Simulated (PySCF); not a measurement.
Species: Si(vinyl)3(OSiMe3), C9H18OSi2.
Bonds: Si1–C2, Si1–C7, Si1–C12, Si1–O17, C2–C3, C7–C8, C12–C13, O17–Si18, Si18–C19, Si18–C20, Si18–C21. Hydrogens: H4 on C2; H5, H6 on C3; H9 on C7; H10, H11 on C8; H14 on C12; H15, H16 on C13; H22, H23, H24 on C19; H25, H26, H27 on C20; H28, H29, H30 on C21.

Computed by this run: PySCF, PBE0-D3(BJ)/def2-SVP geometry optimisation, gas phase; density fitting, grid level 1; the optimiser is geomeTRIC in internal coordinates, started from a GFN2-xTB structure with every atom displaced at random (about 0.03 Å).

Step 0: E = -27395.9764 eV
```
atom  x, y, z in Å  |  force x, y, z in eV/Å
Si1     0.3570    0.5284    0.8485   -0.396   2.996   0.814
C2     -0.0339   -0.0380    2.5775    1.523   1.901  -2.467
C3      0.3735    0.5521    3.6570    1.588   1.700   1.915
H4     -0.5107   -0.9180    2.6754   -2.252  -3.523   0.272
H5      1.0217    1.4368    3.6125   -0.176   0.185   0.025
H6      0.2210    0.1892    4.6650   -0.315  -0.290   0.422
C7      2.1665    0.6893    0.4086   -1.126  -0.606   2.213
C8      3.1851    0.5356    1.2407   -4.308  -0.794   3.183
H9      2.3739    0.9181   -0.5709    0.587   0.622  -2.947
H10     2.9557    0.2992    2.3285    0.452   0.190  -1.117
H11     4.1481    0.5678    0.9821    4.351   0.357  -1.247
C12    -0.4834    2.2931    0.5282   -0.220  -0.550  -0.242
C13    -0.9312    3.2033    1.4029    2.062  -2.680   2.230
H14    -0.7366    2.5474   -0.5099    0.380  -0.213  -0.371
H15    -0.7089    2.9455    2.4818   -0.516   0.609  -0.745
H16    -1.2990    4.1661    1.2133   -0.949   1.512  -0.628
O17    -0.4068   -0.4496   -0.1590   -0.363  -0.820  -0.327
Si18   -0.7903   -1.1940   -1.5547   -0.159  -1.225  -1.128
C19    -1.9771   -0.1247   -2.5330    0.993   1.219  -1.459
C20    -1.6342   -2.8569   -1.1003    6.790  -0.948  -1.810
C21     0.8008   -1.4602   -2.5835    1.091   0.511   1.835
H22    -2.2998   -0.6497   -3.4711    0.084   0.239   0.595
H23    -1.4806    0.8681   -2.8983   -0.675  -1.553   0.681
H24    -2.8553    0.1555   -1.9567   -0.423   0.053   0.227
H25    -2.4043   -2.7709   -0.5032   -4.857   0.751   3.339
H26    -1.8762   -3.3921   -2.0027   -0.357  -0.469  -0.650
H27    -0.8863   -3.5481   -0.4925   -1.141   1.323  -1.246
H28     1.2883   -0.4911   -2.8480   -0.474  -0.255  -0.028
H29     1.6127   -1.9731   -1.9690   -0.960   0.269  -0.496
H30     0.6668   -2.0303   -3.4823   -0.234  -0.510  -0.844
```

**Question.** Estimate the geometry and energy of step 1. (The exact step hangs on the optimiser's Hessian estimate; all steps are aligned on step 0, rigid shifts and turns removed.)

**Answer.** E = -27397.4219 eV, largest force 1.419 eV/Å
```
atom  x, y, z in Å  |  force x, y, z in eV/Å
Si1     0.3259    0.5880    0.8341   -0.206   0.836  -0.148
C2     -0.0115    0.0365    2.5833    0.557   0.229  -0.035
C3      0.4294    0.6859    3.6702   -0.059  -0.159   0.392
H4     -0.5599   -0.9028    2.7085   -0.113  -0.020   0.103
H5      1.0141    1.6163    3.6660   -0.049  -0.093  -0.333
H6      0.2283    0.3192    4.6845   -0.073  -0.090  -0.013
C7      2.1381    0.7016    0.4065   -0.064  -0.309   0.484
C8      3.1315    0.5100    1.2843    0.258   0.011  -0.225
H9      2.3850    0.9432   -0.6354    0.105   0.036   0.007
H10     3.0016    0.2535    2.3432   -0.314   0.007  -0.100
H11     4.1757    0.5944    0.9766    0.198   0.059  -0.067
C12    -0.4437    2.2866    0.5329    0.127  -0.831   0.851
C13    -0.8023    3.0581    1.5669   -0.611   1.176  -0.509
H14    -0.6854    2.5903   -0.5013    0.147   0.140   0.304
H15    -0.7298    2.9290    2.6573    0.367  -0.704  -0.357
H16    -1.2850    4.0142    1.3454   -0.111   0.257  -0.067
O17    -0.4332   -0.4383   -0.1917   -0.113  -0.415  -0.095
Si18   -0.7955   -1.2190   -1.6034   -0.209  -0.225  -0.270
C19    -1.9777   -0.1713   -2.6074    0.070   0.214  -0.161
C20    -1.6015   -2.8555   -1.1666    0.670  -0.119   0.062
C21     0.7875   -1.4875   -2.5741    0.330   0.081   0.250
H22    -2.2840   -0.6983   -3.5261   -0.063  -0.055   0.065
H23    -1.4989    0.7661   -2.9373    0.021  -0.001   0.075
H24    -2.8797    0.1032   -2.0396   -0.023  -0.070   0.013
H25    -2.4842   -2.7385   -0.5327   -0.308   0.073  -0.025
H26    -1.8419   -3.4218   -2.0785   -0.195   0.001   0.007
H27    -0.8843   -3.4698   -0.5920   -0.030   0.045  -0.050
H28     1.2407   -0.5197   -2.8500   -0.122  -0.010  -0.102
H29     1.5454   -1.9915   -1.9483   -0.121  -0.080  -0.025
H30     0.6517   -2.0834   -3.4885   -0.068   0.017  -0.030
```

The energy changes by -1.4455 eV. The first-order estimate −F·Δx gives -3.3453 eV and the mean of the old and new forces, exact on a quadratic surface, -1.5052 eV. The step makes an angle of 69° with the force vector and moves no atom by more than 0.254 Å.

What follows is the cost of the whole optimisation. Hardware: 2 threads, Intel Xeon at 2.60 GHz (x86_64), no GPU, shared host. Cost: 7.1 min wall, 16 min CPU, 2.1 GiB resident at most.
